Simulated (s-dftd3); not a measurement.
allene (C3H4), singlet, at a GFN2-xTB geometry; s-dftd3 with D3(bj) for pbe0.

Here is a job for s-dftd3.
```
$ s-dftd3 mol.xyz --bj pbe0 --json dftd3.json --noedisp --grad

# file mol.xyz
7

C     -0.00000000    -0.00000000     0.00000000
C     -0.02428489    -0.00797595     1.29323327
C      0.02428489     0.00797595    -1.29323327
H     -0.02279966     0.90521058     1.86629685
H     -0.04707169    -0.92815861     1.85453385
H      0.95147753    -0.00077006    -1.84327965
H     -0.88160618     0.02371808    -1.87755105
```

### Question
Write the output that s-dftd3 gives for this input, abridged.

### Answer

```
-----------------------------------
 s i m p l e   D F T - D 3  v1.4.0
-----------------------------------

Rational (Becke-Johnson) damping: pbe0-D3(BJ)
---------------------
  s6         1.0000
  s8         1.2177
  s9         0.0000
  a1         0.4145
  a2         4.8593
 alp        14.0000
--------------------

Dispersion energy:      -2.9023251678031E-03 Eh

Gradient norm:           2.0075865087650E-04 Eh/a0
--------------------------------------------------
     #    Z           dE/dx      dE/dy      dE/dz
--------------------------------------------------
     1    6 C    -6.171E-15  2.981E-14 -3.367E-15
     2    6 C    -2.035E-06 -6.682E-07  1.083E-04
     3    6 C     2.035E-06  6.682E-07 -1.083E-04
     4    1 H    -9.351E-07  1.741E-05  6.246E-05
     5    1 H    -1.406E-06 -1.818E-05  6.223E-05
     6    1 H     1.896E-05  1.468E-07 -6.201E-05
     7    1 H    -1.662E-05  6.221E-07 -6.267E-05
--------------------------------------------------

Virial:
--------------------------------------------------
      component           x          y          z
--------------------------------------------------
          x       6.213E-05  1.557E-07 -2.525E-05
          y       1.557E-07  6.171E-05 -8.293E-06
          z      -2.525E-05 -8.293E-06  1.406E-03
--------------------------------------------------

[Info] JSON dump of results written to 'dftd3.json'
```
